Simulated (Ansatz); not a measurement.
A made-up structure of InH$_{3}$ClO (charge +1), closed shell:

```tsv
atom	x (Å)	y (Å)	z (Å)
O1	-0.3820	0.6838	0.6810
In2	0.6719	-0.7298	-0.6998
Cl3	-1.2108	-1.4607	-1.6635
H4	1.4032	-1.8998	-1.7434
H5	-0.0197	1.2810	1.3475
H6	2.2848	-0.5470	-0.3412
```

It is relaxed with PBE-D4/def2-SVP and then PBE0-D4/def2-TZVP (Ansatz 0.2.0). Atoms count as bonded within 1.22 times the sum of their covalent radii (H–H: 0.88 Å). The end point is not checked to be a true minimum.

Task: Does its bonding change? (Judge from chemistry; the calculation decides.)

Result: By the calculation: Yes. Formed: Cl3–H4; broken: In2–H4.

Where it ends: The first stage lowers the energy by 4.31 eV in 17 steps. It ends as InH₃ClO ([OH][InH][ClH]), total charge +1:
```xyz
6
angstrom
O -0.4283 0.6559 0.6422
In 1.1591 -0.1539 -0.0287
Cl -0.5364 -1.5181 -1.6157
H 0.2347 -2.2770 -2.3192
H -0.3478 1.3197 1.3365
H 2.6661 -0.6991 -0.4345
```

Labels in which every atom is bracketed show which atoms are joined, not bond orders.

For scale, one of the runs: PBE0-D4/def2-TZVP relaxation, 136 basis functions, launched by `ansatz run in.yaml --threads 2 --pin off --events-out ev --progress --plain --max-ram 4352MiB`. The run took about 21 s on 2 CPU threads of an Arm Neoverse V2 (shared host).
